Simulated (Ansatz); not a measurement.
Isolated molecules relaxed with PBE0-D4/def2-TZVP in Ansatz; ΔE leaves out vibrations. CCSD(T)/CBS adds triple-zeta CCSD(T) − MP2 to the extrapolated MP2 energy (def2 sets, frozen cores). This one scheme is used for every species. Functionals use def2-TZVPP. For Ga outer-core shells are correlated without core-valence functions, which leaves a few kJ/mol of doubt a bond. Scalar relativity is left out up to krypton. One conformer a species, not always the lowest.

Reaction (ligand exchange at a Ga–N bond): `[NH2][Ga]([Cl])[Cl]` + H–F → `[F][Ga]([Cl])[Cl]` + NH₃

| species | ωB97X-V energy (Eh) |
| --- | --- |
| `[NH2][Ga]([Cl])[Cl]` | -2901.07247 |
| H–F | -100.45411 |
| `[F][Ga]([Cl])[Cl]` | -2944.97729 |
| NH₃ | -56.56247 |

Task: Work out ΔE.

Result: ΔE = (-2944.97729) + (-56.56247) − (-2901.07247) − (-100.45411) = -0.01318 Eh = -34.6 kJ/mol. CCSD(T)/CBS gives -21.6 kJ/mol.

Largest T1 diagnostic among the species: 0.012.

In def2-TZVPP, CCSD(T) changes the Hartree–Fock value by +13.6 kJ/mol (the triples alone add +0.7 kJ/mol) and MP2 by +17.3 kJ/mol. At CCSD(T), def2-SVP lies −21.0 kJ/mol from the extrapolated value and def2-TZVPP −7.1 kJ/mol. From r2SCAN to r2SCAN0 (25 % exact exchange), in def2-TZVPP and without D4, ΔE moves by +4.6 kJ/mol.
